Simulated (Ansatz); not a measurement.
Stepwise reaction of `O=C[Si](F)(F)[SiH3]` with hydrogen, as a gas-phase model of exchange steps in deposition or etching. ΔE in kJ/mol.

Gas-phase electronic energies from Ansatz, PBE0-D4/def2-TZVP geometries. CCSD(T)/CBS adds triple-zeta CCSD(T) − MP2 to the extrapolated MP2 energy (def2 sets, frozen cores). This one scheme is used for every species. Functionals use def2-TZVPP. B3LYP here is the variant with VWN-RPA as its local correlation; programs differ in this. Each species was taken in one conformer, which may not be the lowest.

| step | reaction | PBE-D4 | B3LYP-D4 | ωB97M-V | CCSD(T)/CBS |
| --- | --- | --- | --- | --- | --- |
| 1 | `O=C[Si](F)(F)[SiH3]` + H₂ → `O=C[SiH](F)[SiH3]` + H–F | 119.0 | 129.3 | 130.6 | 125.7 |
| 2 | `O=C[SiH](F)[SiH3]` + H₂ → `O=C[SiH2][SiH3]` + H–F | 95.5 | 106.2 | 105.6 | 101.2 |

Task: By hand: ΔE of the 2 steps together at CCSD(T)/CBS.

Result: (125.7) + (101.2) = 226.9 kJ/mol, or 113.5 kJ/mol a step.

In ΔE each step is lower than the one before. All are uphill at CCSD(T)/CBS. PBE-D4 differs from CCSD(T)/CBS by -6.7 to -5.7 kJ/mol a step. Isolated molecules leave out the surface, adducts and barriers. Largest T1 diagnostic: 0.016.
